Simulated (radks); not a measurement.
Results of a calculation; reference values are marked as such.
Isoelectronic series with 17 electrons, each ion in its NIST ground configuration. Level of theory: non-relativistic Kohn-Sham, PBE, spin-polarised, spherical densities, point nucleus; open shells are filled with parallel spins first (a radial shooting solver on a logarithmic mesh with Libxc functionals). Total energies (hartree) and orbital eigenvalues (eV):

ion    configuration  E (hartree)    3p down      3p up
Cl      [Ne] 3s2 3p5   -459.97063    -8.1341    -9.0105
Ar+     [Ne] 3s2 3p5   -526.76506   -21.5669   -22.6175
K2+     [Ne] 3s2 3p5   -598.38424   -38.5623   -39.7791
Ca3+    [Ne] 3s2 3p5   -674.81429   -58.9132   -60.2910
Sc4+    [Ne] 3s2 3p5   -756.04675   -82.5144   -84.0496
Ti5+    [Ne] 3s2 3p5   -842.07598  -109.3035  -110.9937
V6+     [Ne] 3s2 3p5   -932.89803  -139.2403  -141.0834
Cr7+    [Ne] 3s2 3p5  -1028.50999  -172.2969  -174.2917
Mn8+    [Ne] 3s2 3p5  -1128.90972  -208.4536  -210.5991
Fe9+    [Ne] 3s2 3p5  -1234.09553  -247.6960  -249.9912
Co10+   [Ne] 3s2 3p5  -1344.06614  -290.0130  -292.4572
Ni11+   [Ne] 3s2 3p5  -1458.82049  -335.3961  -337.9887
Cu12+   [Ne] 3s2 3p5  -1578.35775  -383.8387  -386.5792
Zn13+   [Ne] 3s2 3p5  -1702.67724  -435.3353  -438.2235
Ge15+   [Ne] 3s2 3p5  -1965.66071  -547.4745  -550.6569
As16+   [Ne] 3s2 3p5  -2104.32383  -608.1106  -611.4397
Se17+   [Ne] 3s2 3p5  -2247.76739  -671.7876  -675.2632
Br18+   [Ne] 3s2 3p5  -2395.99112  -738.5035  -742.1254
Kr19+   [Ne] 3s2 3p5  -2548.99476  -808.2566  -812.0246

Estimate the row of Ga14+ ([Ne] 3s2 3p5).

Answer. E (hartree) -1831.77838; 3p down -489.8818; 3p up -492.9172.
